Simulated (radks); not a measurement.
Radial electron density D(r) = 4 pi r^2 rho(r) of an atom or ion with 55 electrons. All-electron calculation, Dirac Kohn-Sham, PBE, spin-unpolarised, spherical densities, point nucleus. Program: a radial shooting solver on a logarithmic mesh with Libxc functionals.

```
   r/bohr * D(r) (the largest magnitude, 97.7, reaches the edge; | marks zero)
 0.002297 |     *
 0.003039 |        *
 0.003989 |             *
 0.005278 |                   *
 0.006984 |                          *
 0.009241 |                                 *
  0.01223 |                                        *
  0.01605 |                                           *
  0.02123 |                                          *
   0.0281 |                                      *
  0.03717 |                                      *
  0.04919 |                                            *
  0.06456 |                                                     *
  0.08542 |                                                      *
    0.113 |                                             *
   0.1495 |                                         *
   0.1963 |                                               *
   0.2597 |                                          *
   0.3436 |                       *
   0.4547 |                 *
   0.6016 |                    *
   0.7897 |              *
    1.045 |      *
    1.382 |    *
    1.829 |  *
     2.42 |*
    3.177 *
    4.203 *
    5.561 *
```

What is the nuclear charge?

Answer. Z = 58. The innermost maximum, from 1s, lies near gamma/Z bohr with gamma = sqrt(1 - (Z/c)^2) = 0.906, here 0.0156 bohr (found: 0.0172), and its height grows with Z. The density is that of the cerium ion Ce3+ in [Kr] 4d10 4f1.25 5s1.75 5p6; the configuration itself is not fixed sharply by these data, and Z only to a few units. D(r) has 4 maxima, at r = 0.0172, 0.0758, 0.214, 0.592 bohr, and minima at 0.0332, 0.141, 0.433 bohr, inside which lie 2.01, 11.23, 28.97 electrons.
